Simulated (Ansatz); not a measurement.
```yaml
atoms:
  - { symbol: C, position_ang: [-0.8233, -0.7674, -0.7585] }
  - { symbol: C, position_ang: [-0.7341, -0.7983, 0.7879] }
  - { symbol: C, position_ang: [-0.7942, 0.8278, -0.7789] }
  - { symbol: C, position_ang: [-0.7585, 0.7355, 0.7886] }
  - { symbol: C, position_ang: [0.8044, -0.8235, -0.7800] }
  - { symbol: C, position_ang: [0.8045, -0.7602, 0.8186] }
  - { symbol: C, position_ang: [0.7873, 0.7773, -0.8292] }
  - { symbol: C, position_ang: [0.7863, 0.7504, 0.8198] }
  - { symbol: H, position_ang: [-1.3984, -1.4474, -1.3801] }
  - { symbol: H, position_ang: [-1.3800, -1.4494, 1.4044] }
  - { symbol: H, position_ang: [-1.4432, 1.4539, -1.4200] }
  - { symbol: H, position_ang: [-1.4497, 1.3825, 1.3987] }
  - { symbol: H, position_ang: [1.4211, -1.4572, -1.4377] }
  - { symbol: H, position_ang: [1.3825, -1.4166, 1.4527] }
  - { symbol: H, position_ang: [1.3998, 1.4411, -1.4534] }
  - { symbol: H, position_ang: [1.4615, 1.4223, 1.4011] }
```

Basis set: 6-31G (spherical functions). Frozen core: 8 orbitals. Charge 0, multiplicity 1.

Computed with Ansatz (development build ahead of 0.2.0); each method stands on the lowest determinant of its kind that the runs found. Restricted open shells among the atoms or ions are ROHF, correlated in semicanonical orbitals with singles.

Give the atomization energy at this shape (free ground-state atoms in the same class of orbitals less the molecule, no zero-point energy) of singlet C8H8 by RHF-MP2, RHF.

```csv
method,atomization energy
RHF-MP2,6133.7 kJ/mol
RHF,4811.7 kJ/mol
```

This basis has no polarisation functions and is too small for such energies, which can lie far from measured ones in either direction.
